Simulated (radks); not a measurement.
Q: Valence configurations of Ru II (all share [Kr]). All-electron calculation, Dirac Kohn-Sham, PBE, spin-unpolarised, spherical densities, point nucleus; open shells fill j = l - 1/2 first. Program: a radial shooting solver on a logarithmic mesh with Libxc functionals. Order these by energy: 4d6.5 5p0.5; 4d6 5p1; 4d4 5s2 5p1; 4d5 5p2; 4d5 5s2; 4d6 5s1; 4d7; 4d6.5 5s0.5.

A: From the lowest, in eV above it: 4d7 0.000; 4d6.5 5s0.5 1.126; 4d6 5s1 2.641; 4d6.5 5p0.5 3.336; 4d5 5s2 6.946; 4d6 5p1 7.291; 4d5 5p2 17.162; 4d4 5s2 5p1 18.578. NIST lists [Kr] 4d7 as the ground configuration; this level of theory agrees among the configurations tried. The energies are those of spherical spin-averaged densities, not of single terms.
